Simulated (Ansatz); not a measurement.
Cu(CO)H (CHCuO). Total charge 0; singlet. Geometry PBE0-D4/def2-TZVP, basis def2-TZVP, Ansatz.

```tsv
atom	x (Å)	y (Å)	z (Å)
Cu1	0.386	0.498	-0.528
C2	-0.484	-0.616	0.656
O3	-1.012	-1.297	1.378
H4	1.110	1.416	-1.507
```

| run | HOMO (eV) | LUMO (eV) |
| --- | --- | --- |
| A | -5.99 | -3.24 |
| B | -6.84 | -2.53 |
| C | -6.51 | -2.72 |
| D | -6.94 | -2.26 |
| E | -8.35 | -1.11 |

B3LYP takes the VWN-RPA correlation.

Task: The runs used B3LYP, CAM-B3LYP, PBE, PBE0, r2SCANh. Estimate which is which.

Result: A PBE (0 % exact exchange); B B3LYP (20 % exact exchange); C r2SCANh (10 % exact exchange); D PBE0 (25 % exact exchange); E CAM-B3LYP (range-separated). Exact exchange lowers occupied and raises empty levels; among semilocal functionals meta-GGAs tend to open the gap a little, and such runs are hard to tell apart. The gap grows from 2.74 eV (PBE) to 7.24 eV (CAM-B3LYP).
